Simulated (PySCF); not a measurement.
A structure optimised at PBE-D3(BJ)/def2-TZVPD, used in a PySCF frequency run:

```
O
H 1 0.9599
Li 1 1.5892 2 180.00
```

Task: Write its SMILES, formula and point group.

Result: [Li][OH], HLiO, C∞v

Task: What are its rotational constants (standard atomic weights)?

Result: 35.518 GHz (linear rotor, B only)
